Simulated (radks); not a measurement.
Spherical quantum dot in the effective-mass picture: electrons in a parabolic well V = omega^2 r^2 / 2 with omega = 0.288, all in effective atomic units (hartree* = m*/eps^2 hartree, bohr* = eps/m* bohr), one dielectric constant everywhere. Calculated with a radial shooting solver with Libxc functionals: non-relativistic Kohn-Sham, PBE, spin-polarised, spherical densities. Levels are named by radial order and angular momentum (1s, 1p, 1d, 2s, ...), and open shells are averaged over m. Results are scaled to m* = 0.071 and eps = 13.3, for which hartree* = 10.92 meV and bohr* = 9.913 nm. Each electron was tried in the lowest free levels, single moves between levels near the top were tried too, and the lowest total energy was kept; such a search can miss a lower state. The series stops at N = 7: beyond it a trial failed or the search could not be trusted, so later rows were left out. At N = 1 the Hartree and exchange-correlation terms need not cancel, so that row can carry a self-interaction error.

N,open shells,2S,E (meV),mu = E(N) - E(N-1) (meV),addition energy mu(N+1) - mu(N) (meV),e(HOMO) (meV),rms radius (nm)
1,"1s(up 1, down 0)",1,4.72235,4.7224,4.061,6.3717,22.71
2,none,0,13.5059,8.7836,5.201,10.249,25.26
3,"1p(up 1, down 0)",1,27.4907,13.985,2.527,15.240,28.87
4,"1p(up 2, down 0)",2,44.0030,16.512,2.517,17.780,31.15
5,"1p(up 3, down 0)",3,63.0323,19.029,3.084,20.267,32.93
6,"1p(up 3, down 1)",2,85.1454,22.113,2.190,23.199,34.58
7,"1p(up 3, down 2)",1,109.449,24.303,-,25.407,36.00

All shells are closed at N = 2 (there: 1s2); the second difference of the energy has clear peaks (12 % above both neighbours; the first and last values, which can be the largest, are not judged, and half-filled shells can peak too) at N = 2, 5.
